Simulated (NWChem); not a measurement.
System: C₂H₄ClFSi; SMILES C(=C\[SiH3])(/Cl)F

The following NWChem deck was run.

```
start job
memory heap 200 mb stack 900 mb global 1100 mb
geometry units angstroms noautoz
  F      1.433492    -0.381111     0.000000
  C      0.105044    -0.535643     0.000000
  Cl    -0.322463    -2.222562     0.000000
  C     -0.737437     0.492517     0.000000
  Si    -0.145215     2.273438     0.000000
  H     -1.797623     0.260370     0.000000
  H      0.673268     2.569443    -1.204670
  H     -1.345075     3.149765     0.000000
  H      0.673268     2.569443     1.204670
end
basis spherical
  * library def2-tzvp
end
dft
  xc m06-2x
  iterations 150
  semidirect filesize 400000000
  mulliken
end
task dft energy
```

NWChem printed, in part:

```
             Northwest Computational Chemistry Package (NWChem) 7.3.0
             --------------------------------------------------------

 CS  symmetry detected

                             Geometry "geometry" -> ""
                             -------------------------

 Output coordinates in angstroms (scale by  1.889725989 to convert to a.u.)

  No.       Tag          Charge          X              Y              Z
 ---- ---------------- ---------- -------------- -------------- --------------
    1 F                    9.0000     1.43646325    -0.36421190     0.00000000
    2 C                    6.0000     0.10773172    -0.51628677     0.00000000
    3 Cl                  17.0000    -0.32289439    -2.20241224     0.00000000
    4 C                    6.0000    -0.73284633     0.51342958     0.00000000
    5 Si                  14.0000    -0.13733165     2.29325226     0.00000000
    6 H                    1.0000    -1.79345985     0.28324372     0.00000000
    7 H                    1.0000     0.68169739     2.58774303    -1.20467000
    8 H                    1.0000    -1.33556889     3.17179682     0.00000000
    9 H                    1.0000     0.68169739     2.58774303     1.20467000

 Effective nuclear repulsion energy (a.u.)     262.6889069226

      Symmetry information
      --------------------

 Group name             Cs
 Group number              2
 Group order               2
 No. of unique centers     8

                                 NWChem DFT Module
                                 -----------------

 Summary of "ao basis" -> "ao basis" (spherical)
 ------------------------------------------------------------------------------
       Tag                 Description            Shells   Functions and Types
 ---------------- ------------------------------  ------  ---------------------
 F                         def2-tzvp                11       31   5s3p2d1f
 C                         def2-tzvp                11       31   5s3p2d1f
 Cl                        def2-tzvp                13       37   5s5p2d1f
 Si                        def2-tzvp                13       37   5s5p2d1f
 H                         def2-tzvp                 4        6   3s1p

      Symmetry analysis of basis
      --------------------------

        a'        129
        a"         62

            General Information
            -------------------
          SCF calculation type: DFT
          Wavefunction type:  closed shell.
          No. of atoms     :     9
          No. of electrons :    56
           Alpha electrons :    28
            Beta electrons :    28
          Charge           :     0
          Spin multiplicity:     1
          Use of symmetry is: on ; symmetry adaption is: on
          Maximum number of iterations: 150
          AO basis - number of functions:   191
                     number of shells:    75
          Convergence on energy requested:  1.00D-06
          Convergence on density requested:  1.00D-05
          Convergence on gradient requested:  5.00D-04

              XC Information
              --------------
                       M06-2X Method XC Functional
                     Hartree-Fock (Exact) Exchange  0.540
                        M06-2X Exchange Functional  1.000
                      M06-2X Correlation Potential  1.000

             Grid Information
             ----------------
          Grid used for XC integration:  medium
          Radial quadrature: Mura-Knowles
          Angular quadrature: Lebedev.
          Tag              B.-S. Rad. Rad. Pts. Rad. Cut. Ang. Pts.
          ---              ---------- --------- --------- ---------
          F                   0.50       49          12.0       434
          C                   0.70       49          11.0       434
          Cl                  1.00       88          13.0       590
          Si                  1.10       88          11.0       590
          H                   0.35       45          13.0       434
          Grid pruning is: on
          Number of quadrature shells:   458
          Spatial weights used:  Erf1

      Superposition of Atomic Density Guess
      -------------------------------------

 Sum of atomic energies:        -925.07307068

      Non-variational initial energy
      ------------------------------

 Total energy =    -926.952622
 1-e energy   =   -1800.736868
 2-e energy   =     611.095339
 HOMO         =      -0.282597
 LUMO         =       0.029294

      Symmetry analysis of molecular orbitals - initial
      -------------------------------------------------

  Numbering of irreducible representations:

     1 a'          2 a"

  Orbital symmetries:

     1 a'          2 a'          3 a'          4 a'          5 a'
     6 a'          7 a'          8 a'          9 a"         10 a'
    11 a'         12 a'         13 a"         14 a'         15 a'
    16 a'         17 a'         18 a'         19 a'         20 a"
    21 a'         22 a'         23 a"         24 a'         25 a"
    26 a'         27 a'         28 a"         29 a"         30 a'
    31 a'         32 a'         33 a'         34 a"         35 a'
    36 a'         37 a'         38 a'

------------------------------------------------------------
EAF file 0: "./job.aoints.0" size=330301440 bytes
------------------------------------------------------------
               write      read    awrite     aread      wait
               -----      ----    ------     -----      ----
     calls:      630         0         0         0         0
   data(b): 3.30e+08  0.00e+00  0.00e+00  0.00e+00
   time(s): 0.00e+00  0.00e+00  0.00e+00  0.00e+00  0.00e+00
rate(mb/s): 0.00e+00  0.00e+00
------------------------------------------------------------

     ---------------------------------------------
      Total Density - Mulliken Population Analysis
     ---------------------------------------------

    Atom       Charge   Shell Charges
 -----------   ------   -------------------------------------------------------
    1 F    9     9.33   0.77  1.20  0.61  1.00  0.31  2.30  2.29  0.83  0.00  0.01  0.00
    2 C    6     5.20   0.85  1.12  0.51  0.55  0.06  0.84  0.92  0.14  0.03  0.15  0.02
    3 Cl  17    17.18   2.01  0.45  1.52  1.11  0.82  4.19  1.69  1.09  2.84  1.44  0.01  0.03  0.00
    4 C    6     6.69   0.86  1.12  0.57  0.66  0.11  1.31  1.50  0.51  0.01  0.03  0.01
    5 Si  14    13.65   2.00  0.59  1.39  0.87  0.46  4.11  1.73  0.52  1.30  0.46  0.09  0.10  0.02
    6 H    1     0.81   0.23  0.44  0.12  0.02
    7 H    1     1.05   0.23  0.55  0.26  0.01
    8 H    1     1.05   0.23  0.55  0.26  0.01
    9 H    1     1.05   0.23  0.55  0.26  0.01

   convergence    iter        energy       DeltaE   RMS-Dens  Diis-err
 ---------------- ----- ----------------- --------- --------- ---------
 d= 0,ls=0.0,diis     1   -927.9991268698 -1.19D+03  4.66D-03  1.44D+00
 d= 0,ls=0.0,diis     2   -927.9732315016  2.59D-02  2.85D-03  1.39D+00
 d= 0,ls=0.0,diis     3   -928.1005033267 -1.27D-01  8.00D-04  7.14D-02
 d= 0,ls=0.0,diis     4   -928.1085584338 -8.06D-03  2.16D-04  4.30D-03
 d= 0,ls=0.0,diis     5   -928.1090389872 -4.81D-04  6.31D-05  5.99D-04
  Resetting Diis
 d= 0,ls=0.0,diis     6   -928.1090936515 -5.47D-05  2.71D-05  2.68D-05
 d= 0,ls=0.0,diis     7   -928.1090970215 -3.37D-06  7.42D-06  1.58D-06
 d= 0,ls=0.0,diis     8   -928.1090971346 -1.13D-07  3.65D-06  1.14D-06

         Total DFT energy =     -928.109097134594
      One electron energy =    -1803.418027064139
           Coulomb energy =      684.489484719163
    Exchange-Corr. energy =      -71.869461712254
 Nuclear repulsion energy =      262.688906922635

 Numeric. integr. density =       56.000012356058

                  Occupations of the irreducible representations
                  ----------------------------------------------

                     irrep           alpha         beta
                     --------     --------     --------
                     a'               22.0         22.0
                     a"                6.0          6.0

                       DFT Final Molecular Orbital Analysis
                       ------------------------------------

 Vector   26  Occ=2.000000D+00  E=-4.089585D-01  Symmetry=a'
              MO Center= -4.7D-01,  2.7D+00,  5.1D-14, r^2= 2.4D+00
   Bfn.  Coefficient  Atom+Function         Bfn.  Coefficient  Atom+Function
  ----- ------------  ---------------      ----- ------------  ---------------
   145      0.297395  5 Si px               181     -0.250503  8 H  s
   182     -0.157716  8 H  s                180     -0.156764  8 H  s
   175      0.135473  7 H  s                187      0.135473  9 H  s
   142      0.122026  5 Si px               136     -0.120522  5 Si px
   148      0.091479  5 Si px                36     -0.085337  2 C  s

 Vector   27  Occ=2.000000D+00  E=-3.955065D-01  Symmetry=a'
              MO Center= -3.8D-01, -7.9D-01, -6.6D-15, r^2= 4.7D+00
   Bfn.  Coefficient  Atom+Function         Bfn.  Coefficient  Atom+Function
  ----- ------------  ---------------      ----- ------------  ---------------
    77      0.385872  3 Cl px                80      0.258787  3 Cl px
   106     -0.198060  4 C  py                78     -0.196517  3 Cl py
    74      0.191814  3 Cl px               146      0.175722  5 Si py
   109     -0.153801  4 C  py                68     -0.146582  3 Cl px
    81     -0.124811  3 Cl py                75     -0.095297  3 Cl py

[...]
```

Level: M06-2X/def2-TZVP. Geometry: optimised at B3LYP/6-31G* (spherical d).
